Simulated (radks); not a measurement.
Pt, 78 electrons, occupied as [Xe] 4f14 5d9 6p1 (not the ground configuration).

All-electron calculation, scalar-relativistic Kohn-Sham, PBE, spin-polarised, spherical densities, finite nucleus; open shells are filled with parallel spins first (spin-orbit coupling, left out, can overturn this in heavy ions); Fermi nuclear charge, rms radius 5.427 fm. Program: a radial shooting solver on a logarithmic mesh with Libxc functionals.

Energy parts (hartree):
part                       energy
total                 -18409.5073
kinetic                20520.9864
electron-nucleus      -45733.3555
Hartree                 7156.9282
exchange-correlation    -354.0665

Orbitals (lengths in bohr, moments of r in powers of bohr; r(max) is where P^2 peaks; r(90%) holds 90 % of the orbital's charge):
| orbital | occ. | eigenvalue (hartree) | r(90%) | r(max) |
|---|---|---|---|---|
| 1s up | 1 | -2881.094 | 0.0313 | 0.01062 |
| 1s down | 1 | -2881.094 | 0.0313 | 0.01062 |
| 2s up | 1 | -506.2258 | 0.112 | 0.06123 |
| 2s down | 1 | -506.2235 | 0.112 | 0.06123 |
| 2p up | 3 | -438.8677 | 0.106 | 0.05059 |
| 2p down | 3 | -438.8658 | 0.106 | 0.05059 |
| 3s up | 1 | -118.9646 | 0.274 | 0.1726 |
| 3s down | 1 | -118.9637 | 0.274 | 0.1726 |
| 3p up | 3 | -99.33790 | 0.281 | 0.1717 |
| 3p down | 3 | -99.33690 | 0.281 | 0.1717 |
| 3d up | 5 | -78.01660 | 0.264 | 0.1398 |
| 3d down | 5 | -78.01493 | 0.264 | 0.1398 |
| 4s up | 1 | -25.61829 | 0.595 | 0.3899 |
| 4s down | 1 | -25.61601 | 0.595 | 0.3899 |
| 4p up | 3 | -19.17908 | 0.641 | 0.4100 |
| 4p down | 3 | -19.17695 | 0.641 | 0.4100 |
| 4d up | 5 | -11.34768 | 0.699 | 0.4181 |
| 4d down | 5 | -11.34522 | 0.699 | 0.4182 |
| 5s up | 1 | -3.81843 | 1.36 | 0.8696 |
| 5s down | 1 | -3.80235 | 1.36 | 0.8689 |
| 4f up | 7 | -2.64753 | 0.834 | 0.3850 |
| 4f down | 7 | -2.64384 | 0.833 | 0.3850 |
| 5p up | 3 | -2.14090 | 1.61 | 0.9787 |
| 5p down | 3 | -2.12067 | 1.61 | 0.9776 |
| 5d up | 5 | -0.30710 | 2.65 | 1.263 |
| 5d down | 4 | -0.28042 | 2.64 | 1.259 |
| 6p up | 1 | -0.07619 | 7.01 | 3.423 |

The highest occupied level is 6p up at -2.073 eV. The density falls to 0.001 e/bohr^3 at r = 4.61 bohr. Spin moment in Bohr magnetons: 2.
